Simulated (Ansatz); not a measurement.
Start from `O[SiH]1CCO1` and change one atom or group to get `O[Si@@H]1C[C@@H](F)O1`.

Ansatz, PBE0-D4/def2-TZVP geometries, multiplicity 1. Each molecule was computed in one conformer, which needn't be the lowest.

| property | `O[SiH]1CCO1` |
| --- | --- |
| size of the dipole moment (B3LYP/def2-TZVPP) / D | 2.24 |
| HOMO energy (PBE0/def2-TZVPP) / eV | -7.99 |
| HOMO–LUMO gap (ωB97M-V/def2-TZVPP) / eV | 12.54 |
| LUMO energy (B3LYP/def2-TZVPP) / eV | 0.43 |
| size of the dipole moment (ωB97M-V/def2-TZVPP) / D | 2.25 |
| HOMO–LUMO gap (PBE/def2-TZVPP) / eV | 6.42 |

(1) What does the change do to each property? (Estimate.)

Results:

(1) Ansatz gave: 
```csv
property,`O[Si@@H]1C[C@@H](F)O1`,shift
size of the dipole moment (B3LYP/def2-TZVPP) / D,2.95,0.71
HOMO energy (PBE0/def2-TZVPP) / eV,-8.34,-0.35
HOMO–LUMO gap (ωB97M-V/def2-TZVPP) / eV,12.61,0.07
LUMO energy (B3LYP/def2-TZVPP) / eV,0.17,-0.26
size of the dipole moment (ωB97M-V/def2-TZVPP) / D,2.96,0.71
HOMO–LUMO gap (PBE/def2-TZVPP) / eV,6.56,0.14
```

With PBE0 the HOMO falls by 0.35 eV and the LUMO falls by 0.26 eV, so the gap widens by about 0.09 eV. PBE moves the HOMO by -0.39 eV and ωB97M-V by -0.32 eV. Dipoles are sizes alone; their direction can turn.

B3LYP here is the variant with VWN-RPA as its local correlation; programs differ in this.
